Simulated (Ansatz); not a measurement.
Z-matrix (Å, degrees):
```
C
C 1 1.4078
C 2 1.3949 1 115.58
C 3 1.4040 2 123.32 1 -0.01
C 4 1.3827 3 119.71 2 -0.01
H 4 1.0907 5 121.08 3 179.98
H 5 1.0925 4 120.14 6 -0.04
C 5 1.4048 7 119.96 4 179.96
C 8 1.4351 5 129.17 7 0.05
C 9 1.3593 8 112.42 5 179.98
H 10 1.0898 9 127.52 8 -179.98
H 9 1.0906 10 123.80 11 0.00
S 10 1.7314 11 119.12 9 -179.97
Cl 3 1.7402 2 118.88 1 -179.94
Si 2 1.8857 3 120.88 4 -179.99
H 15 1.4913 2 110.70 3 60.61
H 15 1.4914 16 109.70 2 122.44
H 15 1.4933 16 109.06 17 119.38
```
Charge 0, spin multiplicity 1.

Calculation: Ansatz (a first-principles code) with frozen-core CCSD(T)/cc-pVDZ // PBE0-D3(BJ)/def2-SVP. The restricted HF reference is unstable towards unrestricted orbitals.

```
Quantity                        Result
----------------------  --------------
HF energy               -1452.99946 Ha
MP2 correlation energy     -1.41279 Ha
```

Question: Estimate the CCSD correlation energy, the (T) correction, the total energy and the T1 diagnostic.

Answer: 
```json
{
  "CCSD correlation energy": "-1.47470 Ha",
  "(T) correction": "-0.06720 Ha",
  "CCSD(T) total energy": "-1454.54137 Ha",
  "T1 diagnostic": "0.012"
}
```
